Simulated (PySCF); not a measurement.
## ORD: `O=C[C@@H](F)[C@@H]1O[C@H]1F`, C₄H₄F₂O₂

Geometry:
| atom | x (Å) | y (Å) | z (Å) |
| --- | --- | --- | --- |
| O1 | -1.060 | -1.241 | -1.376 |
| C2 | -1.510 | -0.339 | -0.737 |
| C3 | -0.673 | 0.785 | -0.146 |
| F4 | -1.481 | 1.583 | 0.624 |
| C5 | 0.481 | 0.267 | 0.699 |
| O6 | 1.782 | 0.692 | 0.376 |
| C7 | 1.499 | -0.626 | 0.146 |
| F8 | 2.082 | -1.514 | 0.979 |
| H9 | -2.587 | -0.230 | -0.521 |
| H10 | -0.281 | 1.413 | -0.960 |
| H11 | 0.263 | 0.209 | 1.762 |
| H12 | 1.485 | -1.000 | -0.872 |

The calculation used PySCF 2.14.0, TDDFT PBE0/def2-SVPD circular dichroism and optical rotation, one conformer, gas phase. Geometry: GFN2-xTB.

The molecule is flexible and this is one conformer; a measurement averages over conformers. States above about 8.4 eV (minus the energy of the highest occupied orbital) lie near or above the ionisation threshold and depend on the basis.

Stereocentres: C3 S, C5 S, C7 S.

Task: What is the specific rotation at 633, 589.3, 546, 436, 405, 365, 355 nm?

Result: [α] in deg dm⁻¹ (g/mL)⁻¹:
```
λ (nm)  origin-invariant length gauge  modified velocity gauge  length gauge (centre of mass)  isotropic polarisability (au)
   633                         +124.5                   +142.1                         +126.0                           53.6
 589.3                         +148.8                   +169.8                         +150.6                           53.8
   546                         +181.4                   +207.0                         +183.5                           53.9
   436                         +350.6                   +400.8                         +354.2                           54.7
   405                         +453.9                   +519.8                         +458.4                           55.0
   365                         +705.1                   +811.6                         +711.2                           55.6
   355                         +814.0                   +939.2                         +820.8                           55.8
```

Task: And for the mirror image at 589.3 nm?

Result: -148.8 deg dm⁻¹ (g/mL)⁻¹ (origin-invariant length gauge): the same size and the opposite sign.

Task: What is the molar rotation [Φ] = [α]·M/100 of the geometry above at 589.3 nm?

Result: With M = 122.07 g/mol, +181.7 deg cm² dmol⁻¹ (origin-invariant length gauge).

The first excitation lies at 4.19 eV (296 nm) with R = +4.0 × 10⁻⁴⁰ esu² cm² (velocity form).
